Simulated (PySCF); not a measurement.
Highest orbital energy against ionisation energy along the 5p block

Calculated with PySCF 2.14, no spin-orbit coupling. Each cell gives −ε(HOMO) / ΔSCF in eV; NIST values include spin-orbit coupling, (s) semi-empirical, (t) theoretical.

```json
{"species": "In (aug-cc-pwCVTZ-DK3, spin-free X2C)", "UHF": "5.489 / 5.219", "LDA": "2.865 / 5.729", "PBE": "2.833 / 5.601", "PBE0": "3.603 / 5.630", "r2SCAN": "3.062 / 5.724", "NIST (lowest levels)": "5.786"}
{"species": "Sn (aug-cc-pwCVTZ-DK3, spin-free X2C)", "UHF": "7.269 / 6.848", "LDA": "4.179 / 7.422", "PBE": "4.126 / 7.268", "PBE0": "5.039 / 7.313", "r2SCAN": "4.411 / 7.408", "NIST (lowest levels)": "7.344"}
{"species": "Sb (aug-cc-pwCVTZ-DK3, spin-free X2C)", "UHF": "9.097 / 8.568", "LDA": "5.530 / 9.125", "PBE": "5.468 / 8.965", "PBE0": "6.524 / 9.039", "r2SCAN": "5.829 / 9.159", "NIST (lowest levels)": "8.608"}
{"species": "Te (aug-cc-pwCVTZ-DK3, spin-free X2C)", "UHF": "8.505 / 7.735", "LDA": "5.417 / 9.017", "PBE": "5.281 / 8.743", "PBE0": "6.299 / 8.740", "r2SCAN": "5.513 / 8.749", "NIST (lowest levels)": "9.010"}
{"species": "I (aug-cc-pwCVTZ-DK3, spin-free X2C)", "UHF": "10.424 / 9.543", "LDA": "6.885 / 10.807", "PBE": "6.734 / 10.515", "PBE0": "7.882 / 10.537", "r2SCAN": "7.009 / 10.538", "NIST (lowest levels)": "10.451"}
{"species": "Xe (aug-cc-pwCVTZ-DK3, spin-free X2C)", "UHF": "12.425 / 11.449", "LDA": "8.392 / 12.625", "PBE": "8.237 / 12.329", "PBE0": "9.525 / 12.390", "r2SCAN": "8.592 / 12.414", "NIST (lowest levels)": "12.130"}
```

Problem. How far is −ε(HOMO) from ΔSCF on average for each method, and why?

Solution. UHF 0.64 eV; LDA -3.58 eV; PBE -3.46 eV; PBE0 -2.46 eV; r2SCAN -3.26 eV. Hartree-Fock orbital energies lack relaxation and so exceed the ΔSCF value; semilocal functionals have convex E(N) from self-interaction, so their HOMO lies far too high; exact exchange moves hybrids part of the way back.
